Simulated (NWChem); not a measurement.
# InH, singlet; SMILES [InH]

```xyz
2

In     0.0000     0.0000    -0.0209
H      0.0000     0.0000    -1.8706
```
Atoms are numbered in this order, from 1.

Computed with NWChem. Low-valent species are run as closed-shell singlets; no triplet was tried in these runs. All runs use the structure optimised with PBE0-D3(BJ)/def2-TZVP. def2 effective core potentials on In; no spin-orbit coupling. Vertical excitations in the gas phase; the lowest state need not have the same character in each row.

| level | basis functions | lowest excitation, singlet (eV) | oscillator strength of that lowest state | orbital gap (eV) | relative time |
|---|---|---|---|---|---|
| PBE0/def2-SVP, TDA | 31 | 2.84 | 0.044 | 3.94 | 1 |
| PBE0/def2-SVPD, TDA | 40 | 2.85 | 0.040 | 3.95 | 2 |
| PBE0/def2-TZVP, TDA | 56 | 2.82 | 0.039 | 3.96 | 5 |
| PBE0/def2-TZVPD, TDA | 65 | 2.82 | 0.039 | 3.96 | 6 |

Relative times are rough (shared machine, one core).
